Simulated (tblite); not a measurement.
Species: C5H11FOSi2.
Numbering: `[CH2:1]=[C:2]([F:3])[CH2:4][Si@:5]([CH3:6])([SiH3:7])[CH:8]=[O:9]` (hydrogens: H10, H11 on C1; H12, H13 on C4; H14, H15, H16 on C6; H17, H18, H19 on Si7; H20 on C8)

A start from a force field or distance geometry was refined with GFN2-xTB geometry optimisation, gas phase (tblite 0.8.0). Values at the start:

```json
{"coordinate": "C1=C2", "start": "1.334 Å"}
{"coordinate": "C1–H10", "start": "1.073 Å"}
{"coordinate": "C1–H11", "start": "1.086 Å"}
{"coordinate": "C2–F3", "start": "1.338 Å"}
{"coordinate": "C2–C4", "start": "1.503 Å"}
{"coordinate": "C4–Si5", "start": "1.867 Å"}
{"coordinate": "C4–H12", "start": "1.088 Å"}
{"coordinate": "C4–H13", "start": "1.133 Å"}
{"coordinate": "Si5–C6", "start": "1.856 Å"}
{"coordinate": "Si5–Si7", "start": "2.235 Å"}
{"coordinate": "Si5–C8", "start": "1.830 Å"}
{"coordinate": "C6–H14", "start": "1.110 Å"}
{"coordinate": "Si7–H17", "start": "1.494 Å"}
{"coordinate": "C8=O9", "start": "1.207 Å"}
{"coordinate": "C8–H20", "start": "1.082 Å"}
{"coordinate": "C1–C2–F3", "start": "124.3°"}
{"coordinate": "C1–C2–C4", "start": "117.2°"}
{"coordinate": "C2–C4–Si5", "start": "105.2°"}
{"coordinate": "F3–C2–C4", "start": "118.5°"}
{"coordinate": "C4–Si5–Si7", "start": "105.6°"}
{"coordinate": "C4–Si5–C8", "start": "112.5°"}
{"coordinate": "Si5–C8–O9", "start": "119.8°"}
{"coordinate": "C6–Si5–Si7", "start": "113.1°"}
{"coordinate": "C1–C2–C4–Si5", "start": "120°"}
{"coordinate": "C2–C4–Si5–C6", "start": "95°"}
{"coordinate": "C4–Si5–C8–O9", "start": "18°"}
```

How do these coordinates change at the GFN2-xTB level?

| coordinate | GFN2-xTB (Å or °) | change |
| --- | --- | --- |
| Si5–Si7 | 2.332 | +0.097 |
| Si5–C8 | 1.926 | +0.096 |
| C4–Si5 | 1.934 | +0.067 |
| Si5–C6 | 1.910 | +0.054 |
| C4–H13 | 1.088 | -0.045 |
| C8–H20 | 1.112 | +0.030 |
| Si7–H17 | 1.464 | -0.030 |
| C2–F3 | 1.363 | +0.025 |
| C6–H14 | 1.086 | -0.024 |
| C2–C4 | 1.479 | -0.024 |
| C1=C2 | 1.320 | -0.014 |
| C1–H11 | 1.073 | -0.013 |
| C4–H12 | 1.092 | +0.004 |
| C1–H10 | 1.075 | +0.002 |
| C8=O9 | 1.206 | -0.001 |
| C1–C2–C4 | 128.7 | +11.5 |
| C4–Si5–C8 | 103.3 | -9.2 |
| C4–Si5–Si7 | 111.7 | +6.1 |
| C2–C4–Si5 | 111.3 | +6.1 |
| F3–C2–C4 | 112.5 | -6.0 |
| C1–C2–F3 | 118.8 | -5.5 |
| Si5–C8–O9 | 123.3 | +3.5 |
| C6–Si5–Si7 | 114.9 | +1.8 |
| C1–C2–C4–Si5 | 108 | -12 |
| C4–Si5–C8–O9 | 30 | +12 |
| C2–C4–Si5–C6 | 99 | +4 |

The energy falls by 66.4 kJ/mol over 68 L-BFGS steps, the largest force on an atom goes from 2.22 to 0.009 eV/Å, and the atoms move by 0.231 Å rms after alignment. Among the bonds, Si5–Si7 and Si5–C8 change most and about equally (+0.096 to +0.097 Å). Bonds longer at the end by more than 0.005 Å: 6 of 19; shorter: 8. Among the dihedrals that turn most is C1–C2–C4–H13, from 5° to -13°. Rotational constants go from 1460, 836.8, 799.7 to 1261, 785.0, 736.2 MHz.

On one thread, Arm Neoverse N1 (aarch64), shared host with 64 logical CPUs at a one-minute load of 61, this took 1.2 s.

Its GFN2-xTB frequencies are all real (lowest 17 cm⁻¹). One conformer, not necessarily the lowest. 3 starts were optimised and ended at 0.00, 0.28 and 0.63 kcal/mol (GFN2-xTB); the lowest of these is shown.

All values are computed, not measured.
